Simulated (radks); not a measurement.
Question: Ho I, configuration [Xe] 4f11 6s2. All-electron calculation, Dirac Kohn-Sham, HCTH/407, spin-unpolarised, spherical densities, point nucleus; open shells fill j = l - 1/2 first. Program: a radial shooting solver on a logarithmic mesh with Libxc functionals.

Spin-orbit splittings of the eigenvalues, e(l+1/2) - e(l-1/2), with zeta = 2 splitting/(2l+1) and mean radii in bohr:

| shell | occ. | splitting (eV) | zeta (eV) | <r> j=l-1/2 | <r> j=l+1/2 |
|---|---|---|---|---|---|
| 2p | 6 | 856.9 | 571.3 | 0.07289 | 0.08005 |
| 3p | 6 | 179.2 | 119.5 | 0.2190 | 0.2325 |
| 3d | 10 | 39.24 | 15.70 | 0.2051 | 0.2093 |
| 4p | 6 | 40.25 | 26.83 | 0.5281 | 0.5591 |
| 4d | 10 | 7.320 | 2.928 | 0.5892 | 0.6002 |
| 4f | 11 | ? | ? | 0.8332 | 0.8547 |
| 5p | 6 | 5.055 | 3.370 | 1.440 | 1.550 |
| 5d | 0 | 0.1880 | 0.07519 | 3.547 | 3.808 |
| 6p | 0 | 0.1913 | 0.1275 | 5.834 | 6.210 |

Estimate the 4f splitting.

Answer: 0.9929 eV (zeta = 0.2837 eV).
